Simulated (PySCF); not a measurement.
Computed properties of B(F)(Me)2 (C2H6BF), SMILES CB(C)F

B(F)(Me)2 (C2H6BF), SMILES CB(C)F. The structure is a stationary point at B3LYP-D3(BJ)/def2-SVP. The values are those of a single conformer. All values are computed for the isolated molecule unless a solvent is named; none is compared with measurement here.

**Structure.** The optimised structure has C2 symmetry. All 24 harmonic modes at B3LYP-D3(BJ)/def2-SVP (PySCF) are real, so it is a minimum. With heavy atoms numbered as in [B:1]([F:2])([CH3:3])[CH3:7], the shortest bond between them is B1–F2 at 1.340 Å and the longest B1–C7 at 1.570 Å.

**Vibrations.** The strongest infrared lines (harmonic, unscaled, degenerate partners summed) lie at 1351 cm⁻¹ (217 km/mol, H 41 %, B 34 %, C 16 %, F 9 %), 1348 cm⁻¹ (187 km/mol, H 50 %, C 32 %, B 18 %), 1163 cm⁻¹ (79 km/mol, B 52 %, H 44 %). The softest mode is at 49 cm⁻¹ and the zero-point energy is 49.5 kcal/mol.

**Electronic structure.** M06-2X/def2-TZVP (PySCF) places the frontier levels at -10.06 and 1.01 eV, a gap of 11.07 eV, and gives a dipole moment of 1.41 D and a mean polarisability of 38.2 bohr³.

**Excitations.** TDDFT-M06-2X/def2-SVPD (PySCF) has S1 at 6.72 eV (185 nm, f = 0.000, dark); the most intense of the 10 singlets computed lies at 10.06 eV (f = 0.14). T1 (TDA) is at 6.37 eV. No vertical singlet excitation falls in the visible range (under 3.1 eV).

**NMR.** GIAO shifts at KT2/pcSseg-1 (PySCF) (non-relativistic, atoms alike by connectivity averaged): ¹³C at 8.4 ppm against TMS; ¹H at 0.8 ppm against TMS; ¹⁹F at -32.1 ppm against CFCl3; ¹¹B at 47.3 ppm against BF3.
